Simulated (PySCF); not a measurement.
**The third ionisation energy along the 4p block**

Calculated with PySCF 2.14 from differences of total energies of unrestricted determinants, without spin-orbit coupling. Values in eV. The last column holds reference values (NIST; (s) semi-empirical, (t) theoretical, else measured). Unmarked ones compare directly (S terms, centres of terms, or small fine structure); those marked * lie between the lowest fine-structure levels and include a spin-orbit shift.

```csv
element,configurations,UHF,LDA,PBE,PBE0,r2SCAN,reference
"Ga (aug-cc-pV5Z-PP with ECP10MDF, ECP)",[Ar] 3d10 4s1 → [Ar] 3d10,29.629,31.886,31.503,31.123,31.324,30.726
"As (aug-cc-pV5Z-PP with ECP10MDF, ECP)",[Ar] 3d10 4s2 4p1 → [Ar] 3d10 4s2,27.490,28.148,27.995,28.048,28.283,28.349 ± 0.012 *
"Br (aug-cc-pV5Z-PP with ECP10MDF, ECP)",[Ar] 3d10 4s2 4p3 → [Ar] 3d10 4s2 4p2,34.632,35.183,35.014,35.148,35.395,34.871 ± 0.019 *
"Kr (aug-cc-pV5Z-PP with ECP10MDF, ECP)",[Ar] 3d10 4s2 4p4 → [Ar] 3d10 4s2 4p3,34.338,35.737,35.443,35.482,35.589,35.838 ± 0.02 *
```
